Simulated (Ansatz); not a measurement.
`C#[C][Ga]([F])[F]` and `[NH2][Ga]([F])[F]` differ in one atom or group.

Ansatz, PBE0-D4/def2-TZVP geometries, multiplicity 1. Each molecule was computed in one conformer, which needn't be the lowest.

Scalar relativity is left out up to krypton.

```
                                                                                  property  `C#[C][Ga]([F])[F]`
                                                   HOMO–LUMO gap (ωB97M-V/def2-TZVPP) / eV                11.54
ideal-gas entropy at 298 K and 1 bar (rigid rotor, harmonic PBE0-D4/def2-TZVP) / J/(mol·K)                  332
                                                      HOMO–LUMO gap (PBE0/def2-TZVPP) / eV                 7.39
                                            zero-point energy (PBE0-D4/def2-TZVP) / kJ/mol                 60.1
                                            size of the dipole moment (PBE/def2-TZVPP) / D                 3.05
                                                     HOMO energy (ωB97M-V/def2-TZVPP) / eV               -11.43
```

What does the change do to each property? (An estimate is asked.)

The calculation gave: 
```tsv
property	`[NH2][Ga]([F])[F]`	shift
HOMO–LUMO gap (ωB97M-V/def2-TZVPP) / eV	11.41	-0.13
ideal-gas entropy at 298 K and 1 bar (rigid rotor, harmonic PBE0-D4/def2-TZVP) / J/(mol·K)	322	-10
HOMO–LUMO gap (PBE0/def2-TZVPP) / eV	7.18	-0.21
zero-point energy (PBE0-D4/def2-TZVP) / kJ/mol	77.6	17.5
size of the dipole moment (PBE/def2-TZVPP) / D	3.23	0.18
HOMO energy (ωB97M-V/def2-TZVPP) / eV	-10.74	0.69
```

With PBE0 the HOMO rises by 0.82 eV and the LUMO rises by 0.61 eV, so the gap narrows by about 0.21 eV. PBE moves the HOMO by 1.02 eV and ωB97M-V by 0.69 eV. Dipoles are sizes alone; their direction can turn.
